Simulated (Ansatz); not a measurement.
Ge₆N. Charge 0, multiplicity 2. Geometry PBE-D4/def2-SVP, basis def2-TZVP, Ansatz.

Cartesian coordinates in Å:
```
N -0.2321 1.6508 0.5632
Ge -1.6498 0.7957 1.2862
Ge 1.1563 2.5573 -0.1303
Ge -0.5180 -1.5733 0.7684
Ge 0.9074 -1.1934 -1.5237
Ge 1.5551 0.0945 0.5076
Ge -1.2188 -2.3317 -1.4713
```

```csv
run,HOMO (eV),LUMO (eV)
A,-4.73,-3.97
B,-4.97,-3.71
C,-5.09,-3.37
D,-4.43,-4.01
```

Another isomer (doublet) lies 1.00 eV lower at PBE0-D4/def2-TZVP; other spin states weren't run for this one.

HOMO and LUMO are taken over both spins.

Question: The runs used PBE, PBE0, r2SCAN, r2SCANh. Estimate which is which.

Answer: A r2SCAN (0 % exact exchange); B r2SCANh (10 % exact exchange); C PBE0 (25 % exact exchange); D PBE (0 % exact exchange). Exact exchange lowers occupied and raises empty levels; among semilocal functionals meta-GGAs tend to open the gap a little, and such runs are hard to tell apart. The gap grows from 0.42 eV (PBE) to 1.72 eV (PBE0).
